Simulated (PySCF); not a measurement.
H2O3P, SMILES O=[P](O)O, multiplicity 2. Atoms are numbered in the order given.

```xyz
6

O      1.4970    -0.0612     0.5160
P      0.2220    -0.0072    -0.2885
O     -0.9478    -1.1521     0.0557
O     -0.6933     1.3374    -0.0087
H     -0.5489    -2.0461     0.0651
H     -1.6280     1.1600    -0.2417
```
Charge 0, spin multiplicity 2.

Geometry: PBE-D3(BJ)/def2-SVP. The isomer is the one that the SMILES or the coordinates give; other isomers of the formula were not compared. The values are those of a single conformer.

Level of theory: PySCF with PBE/pcH-1.

Unrestricted Kohn–Sham, ⟨S²⟩ = 0.752. Hyperfine tensors hold the contact and dipolar terms, without spin-orbit corrections.

Computed hyperfine couplings:
```json
[
 {"nucleus": "17O no. 1", "A(iso) (MHz)": "-10.9", "A(iso) (G)": "-3.9", "dipolar principal values (MHz)": "-89.8, 44.2, 45.6"},
 {"nucleus": "31P no. 2", "A(iso) (MHz)": "1733.6", "A(iso) (G)": "618.6", "dipolar principal values (MHz)": "-133.1, -123.5, 256.6"},
 {"nucleus": "17O no. 3", "A(iso) (MHz)": "-39.4", "A(iso) (G)": "-14.1", "dipolar principal values (MHz)": "-45.2, 22.0, 23.2"},
 {"nucleus": "17O no. 4", "A(iso) (MHz)": "-42.4", "A(iso) (G)": "-15.1", "dipolar principal values (MHz)": "-43.2, 21.1, 22.1"},
 {"nucleus": "1H no. 5", "A(iso) (MHz)": "-9.1", "A(iso) (G)": "-3.2", "dipolar principal values (MHz)": "-11.6, -3.9, 15.5"},
 {"nucleus": "1H no. 6", "A(iso) (MHz)": "-6.9", "A(iso) (G)": "-2.4", "dipolar principal values (MHz)": "-11.1, -3.1, 14.2"}
]
```

Task: And the g tensor (effective nuclear charges for spin-orbit coupling, GIAO)? (Estimate from the structure and the level; the computed values follow.)

Result: principal values 2.0007, 2.0021, 2.0048; isotropic 2.0025.
